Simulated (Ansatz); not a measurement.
Cost and result for the atomization energy of F₂GeH₄N₂ (`[NH2][Ge]([NH2])([F])[F]`) (9 atoms, 8 bonds).

```xyz
9

N    -0.028   -1.565   -0.218
Ge    0.126    0.214   -0.389
N    -0.271    1.058    1.143
F     1.684    0.809   -0.838
F    -0.846    0.616   -1.760
H     0.571   -1.994    0.472
H    -0.009   -2.087   -1.082
H    -0.022    2.035    1.177
H    -1.205    0.914    1.495
```

Charge 0, multiplicity 1. Correlated methods include outer-core shells of Ge, which these sets cover unevenly. Scalar relativity is left out up to krypton. The geometry is a stationary point of PBE0-D4/def2-TZVP. It is one conformer, not always the lowest. Program: Ansatz. All runs use 4 threads of a server CPU on a shared host. Times are those of one run each, without the atoms' runs, and a repeat can differ threefold. Electronic energies, without spin–orbit coupling; frozen cores. CCSD(T)/CBS adds CCSD(T) − MP2 in def2-TZVPP to the MP2 limit, and its time is that of the two runs behind it. T1 = 0.011. With those shells the extrapolation isn't a true limit. B3LYP takes the VWN-RPA correlation (the form of Gaussian; ORCA's B3LYP/G). HSE06 is the plane-wave form, built on full-range PBE exchange.

CCSD(T)/CBS is a level of theory with its own doubt, some kJ/mol a heavy atom from the limit and from the frozen cores, so smaller differences don't rank the functionals.

```
                            level  functions  wall time
           LDA (SPW92)/def2-TZVPP        228      1.1 s
             revPBE-D4/def2-TZVPP        228      1.4 s
               BLYP-D4/def2-TZVPP        228      1.6 s
  PBE-D4/def2-TZVPP (with forces)        228      1.8 s
              HSE06-D4/def2-TZVPP        228      2.8 s
              BHLYP-D4/def2-TZVPP        228      2.9 s
B3LYP-D4/def2-TZVPP (with forces)        228      3.4 s
              PBE-QIDH/def2-TZVPP        228      4.4 s
                B2PLYP/def2-TZVPP        228      4.5 s
                 CCSD(T)/def2-SVP        108      7.5 s
                   MP2/def2-QZVPP        437       17 s
               CCSD(T)/def2-TZVPP        228    2.6 min
                CCSD(T)/CBS(def2)          –    2.9 min
```

What atomization energy does each give, and how far from CCSD(T)/CBS? (Estimate.)

Ansatz gave: 
```
                            level  atomization (kJ/mol)  difference from CCSD(T)/CBS  per bond
           LDA (SPW92)/def2-TZVPP                3708.5                        512.7      64.1
             revPBE-D4/def2-TZVPP                3138.8                        -57.0      -7.1
               BLYP-D4/def2-TZVPP                3190.2                         -5.6      -0.7
  PBE-D4/def2-TZVPP (with forces)                3244.7                         48.9       6.1
              HSE06-D4/def2-TZVPP                3147.7                        -48.1      -6.0
              BHLYP-D4/def2-TZVPP                3030.6                       -165.2     -20.6
B3LYP-D4/def2-TZVPP (with forces)                3165.8                        -30.0      -3.8
              PBE-QIDH/def2-TZVPP                3129.3                        -66.5      -8.3
                B2PLYP/def2-TZVPP                3146.8                        -49.0      -6.1
                 CCSD(T)/def2-SVP                2911.2                       -284.6     -35.6
                   MP2/def2-QZVPP                3241.0                         45.2       5.7
               CCSD(T)/def2-TZVPP                3094.7                       -101.1     -12.6
                CCSD(T)/CBS(def2)                3195.8                          0.0       0.0
```

From r2SCAN to r2SCAN0 (25 % exact exchange), in def2-TZVPP and without D4, the atomization energy moves by −85.3 kJ/mol: exact exchange takes away binding that semilocal exchange gives to molecules. Leaving LDA and LC-ωPBE aside and taking each functional with its dispersion term where it has one, the values spread over 214.1 kJ/mol, from BHLYP-D4 to PBE-D4. LDA lies +480.5 kJ/mol from PBE without D4, its usual overbinding. In def2-TZVPP, CCSD(T) changes the Hartree–Fock value by +990.9 kJ/mol (the triples alone add +59.0 kJ/mol) and MP2 by +1076.2 kJ/mol; breaking electron pairs costs correlation energy, which Hartree–Fock lacks.
